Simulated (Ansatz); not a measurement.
Stretching the Be1–F2 bond in BeFHO (SMILES [OH][Be][F]) (multiplicity 1 held, fragments rigid). Energies count from the point at 1.389 Å.
Geometry at that point (charge 0, multiplicity 1):
```xyz
4

Be     0.02934     0.01482    -0.02556
F      0.98280     0.52801    -0.89505
O     -0.99865    -0.46737     0.82454
H     -0.97341    -1.07241     1.56141
```

Signs of static correlation in aug-cc-pVTZ, from Ansatz (a first-principles code) runs.

```
R (Å)  T1 of restricted CCSD  ⟨S²⟩ of UHF  largest double amplitude of restricted CCSD
-----  ---------------------  -----------  -------------------------------------------
1.111                  0.011        0.000                                        0.014
1.250                  0.012        0.000                                        0.014
1.389                  0.013        0.000                                        0.013
1.528                  0.014        0.000                                        0.013
1.666                  0.015        0.000                                        0.014
1.875                  0.017        0.000                                        0.014
2.083                  0.019        0.000                                        0.017
2.430                      ?        0.000                                        0.044
2.777                  0.035        0.835                                        0.089
3.194                  0.055        0.956                                            ?
3.749                  0.108        0.995                                        0.304
4.444                  0.087        1.004                                        0.032
```

Q: What belongs in the gaps?

A: 
- 2.430, T1 of restricted CCSD: 0.025
- 3.194, largest double amplitude of restricted CCSD: 0.144

Doubts at one or more of the structures used: a restricted determinant that unrestricted orbitals would lower (R-CCSD(T)/aug-cc-pVTZ); T1 above 0.05 (R-CCSD(T)/aug-cc-pVTZ, U-CCSD(T)/aug-cc-pVTZ); a spin-contaminated determinant (U-CCSD(T)/aug-cc-pVTZ); the program's own flag: other amplitudes (U-CCSD(T)/aug-cc-pVTZ).
